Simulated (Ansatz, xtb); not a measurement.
## Two isomers of C4H7FO2

Structure a is `COC(=O)CCF`, a singlet and structure b is `CC(C)(F)OC=O`, a singlet. Both are isolated molecules in the gas phase, relaxed with B3LYP-D3(BJ)/def2-SVP; each stands in its lowest conformer found.

Quicker runs give these differences E(b) − E(a): GFN2-xTB −2.3 kcal/mol; HF/STO-3G −3.4 kcal/mol (at GFN2-xTB geometries); r2SCAN-D4/def2-SVP −8.7 kcal/mol (at GFN2-xTB geometries).

Q: Estimate E(b) − E(a) at the level CCSD(T)/def2-SVP + ΔMP2/def2-TZVPP.

A: Calculated at CCSD(T)/def2-SVP + ΔMP2/def2-TZVPP: E(b) − E(a) = −7.0 kcal/mol, so structure b lies lower.

How the difference moves with the method:

```csv
level,geometry,E(b) − E(a) (kcal/mol),departure from the last row (kcal/mol),"job, with rough time for the two"
GFN2-xTB,GFN2-xTB,−2.3,+4.7,"optimisation, 0.11 s"
HF/STO-3G,GFN2-xTB,−3.4,+3.6,"single point, 0.34 s"
r2SCAN-D4/def2-SVP,GFN2-xTB,−8.7,−1.7,"single point, 3.4 s"
B3LYP-D3(BJ)/def2-SVP,B3LYP-D3(BJ)/def2-SVP,−7.5,−0.5,"optimisation, 32 s"
HF/def2-SVP,B3LYP-D3(BJ)/def2-SVP,−3.9,+3.1,part of the CCSD(T) run
MP2/def2-SVP,B3LYP-D3(BJ)/def2-SVP,−9.0,−2.0,part of the CCSD(T) run
CCSD(T)/def2-SVP,B3LYP-D3(BJ)/def2-SVP,−8.4,−1.4,single point
CCSD(T)/def2-SVP + ΔMP2/def2-TZVPP,B3LYP-D3(BJ)/def2-SVP,−7.0,,"single point, 68 s"
```

As drawn, both hold the same kinds of bond in the same numbers. Structure a has 1 methyl group, b 2.

None of the levels shown reverses the order. The largest departure from CCSD(T)/def2-SVP + ΔMP2/def2-TZVPP is that of GFN2-xTB, 4.7 kcal/mol. The last row adds to CCSD(T) the change of the MP2 difference between the two basis sets, here +1.4 kcal/mol.

With thermal terms from frequencies at re-optimised GFN2-xTB minima (ideal gas, soft modes damped towards free rotors, one conformer each, 298.15 K, 1 atm): the zero-point term adds −0.1 kcal/mol; ΔH is −7.4 and ΔG −5.8 kcal/mol.

The correlated steps freeze 7 core orbitals. Codes used: Ansatz 0.2.0, xtb 6.7.1; the last row on 4 threads of Arm Neoverse V1 on a shared host.
